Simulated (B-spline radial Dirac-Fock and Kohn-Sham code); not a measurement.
# Satellites and hypersatellites of the K lines of Ce²⁺

System: cerium as Ce²⁺, [Xe] 4f2.

The run's input, task.json:

```json
{"items": [{
  "Z": 58,
  "q": 2,
  "cfg": [[1, 0, 2], [2, 0, 2], [2, 1, 6], [3, 0, 2], [3, 1, 6], [3, 2, 10], [4, 0, 2], [4, 1, 6], [4, 2, 10], [4, 3, 2], [5, 0, 2], [5, 1, 6]],
  "A": 140,
  "rrms": 4.8771,
  "do": ["binding", "quiet", "double"]
}]}
```

Launch: `python xray_run.py task.json out`

Calculated with a radial atomic solver, using Dirac-Fock (average of configuration) total-energy differences with a finite nucleus, the Breit interaction including its frequency dependence, and self-energy and vacuum-polarisation corrections. Each two-hole energy is an average over J within one jj subconfiguration, not an observable level; in light atoms, where LS coupling holds, the j-resolved values are not observed lines, and for a K spectator the Kα1 hypersatellite is nearly forbidden. No correlation.

Lines without a spectator: Kα2 (K-L2) 34276.6 eV, Kα1 (K-L3) 34717.8 eV, Kβ3 (K-M2) 39167.0 eV, Kβ1 (K-M3) 39255.4 eV. Shifts in eV with one spectator hole (a dash: not computed, or left out as unreliable):

```
spectator hole     Kα2     Kα1     Kβ3     Kβ1
        K (1s)  +696.9  +727.6  +894.1  +900.9
    L2 (2p1/2)   +80.8  +103.8       –  +213.1
    L3 (2p3/2)   +73.1   +75.2  +180.0       –
    M2 (3p1/2)       –  +13.57  +29.39   +35.2
    M3 (3p3/2)   +9.08       –  +28.42  +28.08
    M4 (3d3/2)   +2.24   -0.89       –       –
    M5 (3d5/2)   -1.71   +0.86       –       –
```

With n spectator holes in 2p, averaged over the 2p shell (energies in eV):

```
n     KαLⁿ   step  hypersatellite KαʰLⁿ
0  34570.7      –               35288.0
1  34653.4  +82.7               35372.3
2  34737.4  +84.0               35458.0
3  34822.8  +85.4               35545.0
4  34909.6  +86.8               35633.4
5  34997.7  +88.2               35723.2
```
